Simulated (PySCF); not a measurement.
C₂H₆BNO, SMILES NB1CCO1.

Geometry: PBE0-D3(BJ)/def2-SVP. The structure was generated by enumeration, and PubChem lists no compound with its InChIKey, so it may never have been made. The values are those of a single conformer.

Two levels are set side by side: PBE/def2-TZVP (PySCF) and ωB97X/def2-TZVP (PySCF). Same geometry, gas phase. Differences are taken from unrounded values.

```json
[
 {"quantity": "orbital gap (eV)", "PBE": "6.28"},
 {"quantity": "highest occupied level (eV)", "PBE": "-6.06"},
 {"quantity": "lowest empty level (eV)", "PBE": "0.22"},
 {"quantity": "dipole moment (D)", "PBE": "1.63"},
 {"quantity": "mean polarisability (bohr³)", "PBE": "48.5"}
]
```

### Question
These are the PBE values. What does ωB97X give? (The exact figures need the calculation; the answer reports its results.)

### Answer

```tsv
quantity	ωB97X	PBE minus ωB97X
orbital gap (eV)	12.91	-6.63
highest occupied level (eV)	-9.96	3.90
lowest empty level (eV)	2.95	-2.73
dipole moment (D)	1.69	-0.06
mean polarisability (bohr³)	45.9	2.6
```

Without exact exchange PBE keeps part of each electron's self-repulsion, which lifts occupied levels and narrows the gap. PBE's more diffuse valence density responds more strongly to a field. Differences between two approximate levels are no errors against the true value.

Rough cost on one machine, each run with all the roots and properties that it gave: ωB97X against PBE within a factor of 2.
